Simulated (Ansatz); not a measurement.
Cost and result up the ladder for Cd₁₃Te₁₂Cl₂ (27 atoms). The state is a singlet with charge 0. Geometry: PBE-D4/def2-SVP.

Cartesian coordinates in Å:
```
Te -0.358 5.278 3.237
Te 4.014 2.678 2.666
Te -3.594 4.957 -0.937
Te -1.701 2.148 -4.783
Te 0.886 2.532 -0.861
Te -0.019 0.352 3.041
Te -2.954 0.069 -0.791
Te 0.596 -2.742 -0.261
Te 3.725 -2.433 3.252
Te -0.909 -4.324 4.342
Te -1.977 -2.965 -4.206
Te -4.100 -4.651 0.133
Cd -1.846 4.798 1.075
Cd 3.323 1.748 0.156
Cd 1.169 3.114 2.782
Cd 2.853 0.210 3.223
Cd 0.601 1.497 -3.398
Cd -2.590 2.760 -2.114
Cd -2.367 -0.278 -3.592
Cd 3.116 -2.021 0.588
Cd 0.396 -2.273 -2.969
Cd -0.268 0.038 0.205
Cd -2.343 -4.207 2.093
Cd 0.851 -2.514 3.424
Cd -2.893 -2.869 -1.475
Cl 4.406 -0.340 -0.832
Cl 1.983 -0.562 -3.999
```

Ansatz on 11 threads of AMD EPYC 7R13 on a shared host and a whole NVIDIA H100 80GB HBM3. Times are rough, and most runs start from the orbitals of an earlier one. PBE0-D4/def2-TZVP serves as the yardstick here, not as an exact answer. Differences are given only for rows in sets of like size (and for xTB, whose basis is part of the method), since another set adds its own error. Binding counts from free atoms at the same level (Te triplet, Cd singlet, Cl doublet; other spins of the atoms weren't run), without zero-point energy or a counterpoise term.

In the def2 sets Cd, Te take a core potential; there is no spin–orbit coupling. Correlated methods freeze 58 core orbitals; core or outer-core shells of Te, Cd are correlated, in sets that lack core-valence functions. The rows differ in basis, and correlated rows in double-zeta sets carry the largest basis error. Single mean-field runs in def2-SVP, def2-TZVP are fitted with def2-universal-jkfit.

Correlated methods converge slowly with the basis, most of all in double-zeta sets.

```
                           level  functions  wall time  binding energy per atom (eV)  difference from PBE0-D4/def2-TZVP (eV)
                 PBE-D4/def2-SVP        751        6 s                          1.94                                       –
                PBE0-D4/def2-SVP        751      8.5 s                          1.95                                       –
             r2SCAN-D4/def2-TZVP       1194       11 s                          1.92                                   -0.02
  PBE-D4/def2-TZVP (with forces)       1194       11 s                          1.91                                   -0.02
               PBE0-D4/def2-TZVP       1194       15 s                          1.94                                    0.00
                    MP2/def2-SVP        751       15 s                          1.86                                       –
                RPA@PBE/def2-SVP        751       19 s                          1.52                                       –
BHLYP-D4/def2-TZVP (with forces)       1194       21 s                          1.83                                   -0.11
```
